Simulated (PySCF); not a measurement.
Pb(NH2)(SH) (H3NPbS), SMILES [SH][Pb][NH2] (connectivity only; charge and spin as stated), neutral, multiplicity 1.

Coordinates come from a r2SCAN-D4/def2-SVP optimisation. The def2 effective core potentials stand for the cores of Pb; spin–orbit coupling is left out. One conformer was computed; it need not be the lowest.

Level of theory: r2SCAN/def2-TZVPD (PySCF).

The molecule is in vacuum.

Computed frontier levels, gap, dipole moment and polarisability:
```json
{
 "highest_occupied_level": "-5.77 eV",
 "lowest_empty_level": "-2.50 eV",
 "orbital_gap": "3.27 eV",
 "dipole_moment": "2.97 D",
 "quadrupole, principal values (traceless, Buckingham form, about the centre of nuclear charge)": "-5.81, -1.37, 7.18 D·Å",
 "mean_static_polarisability": "83.0 bohr³ (12.30 Å³)",
 "polarisability_principal_values": "60.7, 82.3, 106.0 bohr³"
}
```
